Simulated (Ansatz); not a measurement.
`O=[CH][GaH][SiH3]` + NH₃ → `[NH2][GaH][SiH3]` + `C=O` at 400 K and 1 bar (ligand exchange at a Ga–C bond).

Computed with Ansatz on PBE0-D4/def2-TZVP structures; ΔE is electronic, products minus reactants. CCSD(T)/CBS is the MP2 limit (def2-TZVPP, def2-QZVPP) plus CCSD(T) − MP2 in def2-TZVPP, frozen cores. This one scheme is used for every species. For Ga outer-core shells are correlated without core-valence functions, which leaves a few kJ/mol of doubt a bond. Scalar relativity is left out up to krypton. One conformer a species, not always the lowest.

| species | CCSD(T)/CBS energy (Eh) | H − E (kJ/mol) | S (J/(mol·K)) |
| --- | --- | --- | --- |
| `O=[CH][GaH][SiH3]` | -2329.19824 | 161.4 | 410.9 |
| NH₃ | -56.50880 | 104.2 | 203.1 |
| `[NH2][GaH][SiH3]` | -2271.34304 | 180.6 | 371.9 |
| `C=O` | -114.39408 | 83.9 | 229.4 |

H − E and S are ideal-gas, rigid-rotor, harmonic terms from PBE0-D4/def2-TZVP, for one conformer and one mirror image of each species. 1 Eh = 2625.50 kJ/mol, R = 8.31446 J/(mol·K).

Question: By hand: ΔE, ΔH, ΔS and ΔG.

Answer: ΔE = (-2271.34304) + (-114.39408) − (-2329.19824) − (-56.50880) = -0.03008 Eh = -79.0 kJ/mol. Δ(H − E) = 180.6 + 83.9 − 161.4 − 104.2 = -1.1, so ΔH = -80.1 kJ/mol. ΔS = 371.9 + 229.4 − 410.9 − 203.1 = -12.7 J/(mol·K). ΔG = -80.1 − 400 × (-12.7)/1000 = -75.0 kJ/mol.

Question: By hand: the equilibrium constant, and the temperature at which ΔG would vanish if ΔH and ΔS stayed fixed.

Answer: log₁₀ K = −ΔG/(RT ln 10) = 9.8. ΔG = 0 at ΔH/ΔS = 6307 K, far beyond where these terms or the molecules hold.

The number of gas molecules stays the same, so ΔS is small and ΔH decides. A doubt of 5 kJ/mol in ΔE shifts log₁₀ K by 0.7 here. Other conformers and mirror images would add mixing entropy, several J/(mol·K) or more a flexible species. Modes under 60 cm⁻¹, often nearly free rotors, make the harmonic entropy too high. These are equilibria of isolated gas molecules and say nothing of rates. Largest T1 diagnostic: 0.017 (customary marks: 0.02 for closed shells, 0.045 for open ones).
